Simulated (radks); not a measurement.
The numbers below are computed, except where a source is named.
The table gives one normalised radial function P(r) = r R(r) of Br2+ in [Ar] 3d10 4s2 4p2 5f1 (r in bohr). Level of theory: scalar-relativistic Kohn-Sham, PBEsol, spin-unpolarised, spherical densities, finite nucleus; Fermi nuclear charge, rms radius 4.1629 fm (a radial shooting solver on a logarithmic mesh with Libxc functionals).

| r | P |
|---|---|
| 0.003155 | 0.0135 |
| 0.00431 | 0.0239 |
| 0.005936 | 0.0429 |
| 0.008109 | 0.0754 |
| 0.01117 | 0.1329 |
| 0.01526 | 0.2275 |
| 0.02101 | 0.3854 |
| 0.0287 | 0.6237 |
| 0.03953 | 0.9754 |
| 0.054 | 1.4188 |
| 0.07437 | 1.9141 |
| 0.1016 | 2.2953 |
| 0.1399 | 2.3781 |
| 0.1911 | 2.0270 |
| 0.2632 | 1.3231 |
| 0.3596 | 0.6244 |
| 0.4952 | 0.1840 |
| 0.6766 | 0.0314 |
| 0.9317 | 0.0024 |
| 1.273 | 0.0001 |
| 1.753 | 0.0000 |
| 2.395 | 0.0000 |
| 3.298 | 0.0000 |
| 4.505 | 0.0000 |
| 6.205 | 0.0000 |
| 8.476 | 0.0000 |
| 11.67 | 0.0000 |
| 15.95 | 0.0000 |
| 21.96 | 0.0000 |
| 30 | 0.0000 |

Which n and l does it have? It may be an empty orbital.

Answer. n = 2, l = 1: the number of nodes gives n - l - 1 = 0, the rise at small r (about r^(l+1)) gives l, and the extent must fit the shell. The curve is that of 2p. 2p: eigenvalue -1563.1 eV, 0 radial nodes, <r> = 0.165 bohr, 90 % of the charge inside 0.270 bohr.
